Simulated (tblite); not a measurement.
C₅H₁₀N₂OSi.
SMILES with atom numbers: `[CH3:1][O:2]/[C:3]([C:4]#[N:5])=[CH:6]/[Si@@H:7]([CH3:8])[NH2:9]` (hydrogens: H10, H11, H12 on C1; H13 on C6; H14 on Si7; H15, H16, H17 on C8; H18, H19 on N9)

Computed geometry: GFN2-xTB, gas phase.

Task: What internal coordinates does the optimisation give?

Result: 
```csv
bond,length (bohr),order
C1–O2,2.663,single
O2–C3,2.582,single
C3–C4,2.679,single
C4≡N5,2.170,triple
C3=C6,2.532,double
C6–Si7,3.559,single
Si7–C8,3.577,single
Si7–N9,3.258,single
"C1–H10, C1–H11, C1–H12",2.065,single
C6–H13,2.041,single
Si7–H14,2.791,single
"C8–H15, C8–H16, C8–H17",2.050,single
"N9–H18, N9–H19",1.904,single
```

Bonds in one row agree within 0.02 bohr and their mean is given. Orders are formal, as drawn. A selection of angles:
```csv
angle,degrees
C1–O2–C3,117.1
O2–C3–C4,119.0
O2–C3–C6,121.7
C4–C3–C6,119.3
C3–C4–N5,179.1
C3–C6–Si7,123.8
C6–Si7–C8,108.9
C6–Si7–N9,106.7
C8–Si7–N9,107.0
H18–N9–Si7,118.4
H19–N9–Si7,118.9
```

Dihedral angles: C1–O2–C3–C4 0° (synperiplanar); O2–C3–C6–Si7 -179° (antiperiplanar); C3–C6–Si7–C8 -174° (antiperiplanar).

Si7 (SiH silicon) is distorted tetrahedral (angles from 106.7° to 116.1°). N9 (silicon-bound nitrogen) is pyramidal (angles 118.9°, 118.4° and 109.8°, sum 347.0°, 0.25 Å off the plane of its three neighbours). The C–C distances run from 1.340 Å (C3=C6, drawn double) to 1.418 Å (C3–C4, drawn single), a spread of 0.078 Å. Of the pairs four or more bonds apart, C4···H11 is among the closest relative to their van der Waals radii: 2.66 Å, 92 % of the sum of Bondi's values. The 2 C–O bonds span 1.366 Å (O2–C3, drawn single) to 1.409 Å (C1–O2, drawn single), a spread of 0.043 Å.

Point group: C1 (no symmetry element, even within 0.4 Å). Its GFN2-xTB frequencies are all real (lowest 38 cm⁻¹). One conformer, not necessarily the lowest (C1–O2–C3–C4 0°, C3–C6–Si7–C8 -174°, C6–Si7–N9–H 58° and -164°).
